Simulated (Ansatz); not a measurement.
WF₃, SMILES [F][W]([F])[F] (connectivity only; charge and spin as stated), neutral, multiplicity 4.

Geometry: B3LYP-D3(BJ)/def2-TZVP. The spin state was assumed, not searched. The def2 effective core potentials stand for the cores of W; spin–orbit coupling is left out.

Two levels are set side by side: PBE/def2-SVPD (Ansatz, a first-principles code) and CAM-B3LYP/def2-SVPD (Ansatz). Energy differences of separate SCF runs at the same geometry; the states with an electron removed or added have multiplicity 3 and 3. Differences are taken from unrounded values.

| quantity | PBE |
|---|---|
| vertical ionisation energy (eV) | 9.01 |
| vertical electron affinity (eV) | 1.13 |

### Question
These are the PBE values. What does CAM-B3LYP give? (The exact figures need the calculation; the answer reports its results.)

### Answer

```csv
quantity,CAM-B3LYP,PBE minus CAM-B3LYP
vertical ionisation energy (eV),9.50,-0.50
vertical electron affinity (eV),1.23,-0.10
```
